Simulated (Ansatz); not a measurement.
Reaction (ligand exchange at the Si–O bond): `O[Si](O)(F)O[SiH3]` + `BN[SiH3]` → `BN([SiH3])[SiH3]` + `O[Si](O)(O)F`

Calculated with Ansatz (gas phase, PBE0-D4/def2-TZVP geometries, no zero-point term in ΔE). CCSD(T)/CBS is the MP2 limit (def2-TZVPP, def2-QZVPP) plus CCSD(T) − MP2 in def2-TZVPP, frozen cores. Functionals use def2-TZVPP. HSE06 is defined as in plane-wave codes. One conformer a species, not always the lowest.

```tsv
level	ΔE (kcal/mol)	difference from CCSD(T)/CBS
PBE-D4	14.0	-1.3
BLYP-D4	15.9	0.6
B97M-V	16.5	1.2
r2SCANh-D4	15.8	0.5
HSE06-D4	14.7	-0.6
PBE	14.7	-0.6
r2SCANh	15.9	0.6
r2SCAN0	16.0	0.7
CCSD(T)/def2-SVP	15.5	0.2
HF/def2-QZVPP	20.2	4.9
CCSD(T)/CBS	15.3	0
```

Q: What do rigid-rotor, harmonic-oscillator terms from PBE0-D4/def2-TZVP frequencies (298.15 K, 1 bar) make of the CCSD(T)/CBS value? (Estimate.)

A: Ansatz gave: ΔZPE = -0.7 kcal/mol, ΔH = +14.5 kcal/mol, ΔS = -23 J/(mol·K), ΔG = +16.2 kcal/mol. Modes under 50 cm⁻¹ make the entropy rough.

Largest T1 diagnostic among the species: 0.013.

From BLYP to BHLYP (50 % exact exchange), in def2-TZVPP and without D4, ΔE moves by +0.9 kcal/mol. In def2-TZVPP, CCSD(T) changes the Hartree–Fock value by −4.6 kcal/mol (the triples alone add −0.7 kcal/mol) and MP2 by −5.0 kcal/mol. Leaving LDA and LC-ωPBE aside and taking each functional with its dispersion term where it has one, the values, not all of them listed here, spread over 4.1 kcal/mol, from revPBE-D4 to BHLYP-D4. LDA lies −1.1 kcal/mol from PBE without D4.
